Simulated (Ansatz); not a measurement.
One change: `F[CH]([GeH3])Br` becomes `O[SiH2]C(F)Br`.

Ansatz, PBE0-D4/def2-TZVP geometries, multiplicity 1. Each molecule was computed in one conformer, which needn't be the lowest.

Scalar relativity is left out up to krypton.

| property | `F[CH]([GeH3])Br` |
| --- | --- |
| HOMO–LUMO gap (PBE0/def2-TZVPP) / eV | 7.44 |
| HOMO–LUMO gap (PBE/def2-TZVPP) / eV | 5.18 |
| HOMO energy (ωB97M-V/def2-TZVPP) / eV | -10.13 |
| size of the dipole moment (PBE/def2-TZVPP) / D | 1.65 |
| LUMO energy (PBE/def2-TZVPP) / eV | -1.46 |
| size of the dipole moment (ωB97M-V/def2-TZVPP) / D | 1.85 |

(1) What does the change do to each property? (Best estimate.)

Answers

(1) Ansatz gave: 
```json
{"property": "HOMO–LUMO gap (PBE0/def2-TZVPP) / eV", "`O[SiH2]C(F)Br`": "7.40", "shift": "-0.04"}
{"property": "HOMO–LUMO gap (PBE/def2-TZVPP) / eV", "`O[SiH2]C(F)Br`": "5.12", "shift": "-0.06"}
{"property": "HOMO energy (ωB97M-V/def2-TZVPP) / eV", "`O[SiH2]C(F)Br`": "-10.18", "shift": "-0.05"}
{"property": "size of the dipole moment (PBE/def2-TZVPP) / D", "`O[SiH2]C(F)Br`": "1.40", "shift": "-0.25"}
{"property": "LUMO energy (PBE/def2-TZVPP) / eV", "`O[SiH2]C(F)Br`": "-1.50", "shift": "-0.04"}
{"property": "size of the dipole moment (ωB97M-V/def2-TZVPP) / D", "`O[SiH2]C(F)Br`": "1.49", "shift": "-0.36"}
```

Dipoles are sizes alone; their direction can turn.

Spin–orbit coupling is left out; it splits and shifts lone-pair levels of the heavy atoms by tenths of an eV.
